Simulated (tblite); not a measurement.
Species: C5H12GaNO.
Bonds: C1–C2 (double), C2–Ga3, Ga3–O4, O4–C5, C2–N6, N6–C7, N6–C8. Hydrogens: H9, H10 on C1; H11 on Ga3; H12, H13, H14 on C5; H15, H16, H17 on C7; H18, H19, H20 on C8.

Computed with GFN2-xTB (tblite), gas phase: L-BFGS steps from a force-field or distance-geometry start until the largest atomic force falls under 0.01 eV/Å.

Step 39: E = -679.7391 eV
```
atom  x, y, z in Å  |  force x, y, z in eV/Å
C1     -0.5309   -2.1467   -0.8938   -0.031   0.005   0.023
C2     -0.5695   -0.8443   -0.6044   -0.043   0.010  -0.009
Ga3     1.3623   -0.2913   -0.1324   -0.004  -0.026   0.015
O4      2.3421    1.1724   -0.1294    0.020  -0.001   0.008
C5      3.7078    1.5171    0.0275    0.055  -0.022   0.022
N6     -1.7184   -0.0727   -0.5339    0.088  -0.025   0.010
C7     -2.8434   -0.7097    0.1305    0.052   0.013  -0.063
C8     -1.4956    1.2780   -0.0766   -0.049  -0.030   0.038
H9      0.4303   -2.6496   -0.8777   -0.060  -0.049  -0.051
H10    -1.3917   -2.7388   -1.1680    0.085   0.031   0.038
H11     2.2188   -1.6031    0.1761    0.041  -0.086  -0.050
H12     4.3806    0.6656   -0.1447   -0.159   0.014  -0.073
H13     3.8962    1.8636    1.0495   -0.100   0.135  -0.085
H14     3.9613    2.3083   -0.6899   -0.070  -0.060   0.126
H15    -3.6688   -0.0041    0.2064    0.037   0.020   0.034
H16    -3.1874   -1.5588   -0.4482    0.004  -0.128  -0.117
H17    -2.5635   -1.0633    1.1303   -0.079   0.029   0.083
H18    -2.4470    1.8043   -0.0570   -0.028   0.124  -0.028
H19    -0.8174    1.8016   -0.7517    0.117  -0.057  -0.034
H20    -1.0708    1.2824    0.9398    0.123   0.105   0.113
```

Step 40: E = -679.7496 eV
```
atom  x, y, z in Å  |  force x, y, z in eV/Å
C1     -0.5457   -2.1635   -0.8892   -0.013   0.033   0.031
C2     -0.5615   -0.8597   -0.5997   -0.058   0.066  -0.017
Ga3     1.3691   -0.3006   -0.1495   -0.045  -0.035   0.007
O4      2.3287    1.1759   -0.1484    0.000  -0.014  -0.001
C5      3.6883    1.5276    0.0262    0.108   0.016   0.049
N6     -1.6989   -0.0721   -0.5251    0.040  -0.082  -0.029
C7     -2.8358   -0.7025    0.1261    0.056   0.007  -0.062
C8     -1.4720    1.2779   -0.0667   -0.066  -0.093   0.024
H9      0.4066   -2.6847   -0.8792   -0.086  -0.022  -0.055
H10    -1.4227   -2.7356   -1.1583    0.136   0.017   0.052
H11     2.2244   -1.6037    0.1596    0.094  -0.127  -0.040
H12     4.3716    0.6824   -0.1257   -0.148  -0.037  -0.109
H13     3.8606    1.8818    1.0465   -0.106   0.153  -0.009
H14     3.9532    2.3183   -0.6864   -0.087  -0.052   0.073
H15    -3.6600    0.0072    0.1887    0.057  -0.008   0.047
H16    -3.1736   -1.5515   -0.4582   -0.005  -0.097  -0.085
H17    -2.5683   -1.0577    1.1306   -0.104   0.053   0.034
H18    -2.4297    1.7960   -0.0550    0.065   0.164  -0.019
H19    -0.7845    1.7995   -0.7372    0.053  -0.076   0.005
H20    -1.0548    1.2755    0.9531    0.110   0.136   0.105
```

Q: Estimate the geometry and energy of step 41. (The exact step hangs on the optimiser's Hessian estimate; all steps are aligned on step 40, rigid shifts and turns removed.)

A: E = -679.7595 eV, largest force 0.238 eV/Å
```
atom  x, y, z in Å  |  force x, y, z in eV/Å
C1     -0.5573   -2.1771   -0.8843    0.026   0.068   0.031
C2     -0.5541   -0.8729   -0.5921   -0.041   0.091  -0.029
Ga3     1.3740   -0.3087   -0.1608   -0.062  -0.043   0.000
O4      2.3146    1.1812   -0.1614   -0.011  -0.044  -0.003
C5      3.6713    1.5362    0.0259    0.080   0.044   0.069
N6     -1.6797   -0.0720   -0.5115   -0.037  -0.092  -0.043
C7     -2.8278   -0.6977    0.1227    0.027  -0.023  -0.041
C8     -1.4510    1.2794   -0.0571   -0.040  -0.118   0.009
H9      0.3859   -2.7151   -0.8855   -0.086   0.013  -0.044
H10    -1.4443   -2.7333   -1.1519    0.130  -0.005   0.059
H11     2.2237   -1.6109    0.1420    0.147  -0.145  -0.031
H12     4.3586    0.6947   -0.1134   -0.116  -0.083  -0.112
H13     3.8291    1.8998    1.0433   -0.091   0.145   0.058
H14     3.9425    2.3248   -0.6829   -0.080  -0.013  -0.002
H15    -3.6525    0.0134    0.1758    0.073  -0.025   0.028
H16    -3.1550   -1.5465   -0.4718   -0.015  -0.038  -0.016
H17    -2.5778   -1.0534    1.1339   -0.108   0.055  -0.037
H18    -2.4136    1.7932   -0.0580    0.165   0.171  -0.002
H19    -0.7535    1.7943   -0.7270   -0.023  -0.096   0.053
H20    -1.0380    1.2810    0.9664    0.064   0.139   0.056
```

The energy changes by -0.0099 eV. The first-order estimate −F·Δx gives -0.0137 eV and the mean of the old and new forces, exact on a quadratic surface, -0.0099 eV. The step makes an angle of 76° with the force vector and moves no atom by more than 0.037 Å.

The cost below is that of the whole relaxation. Hardware: one thread of an Arm Neoverse N1, shared host with 64 logical CPUs at a one-minute load of 58. Cost: 2.6 s.
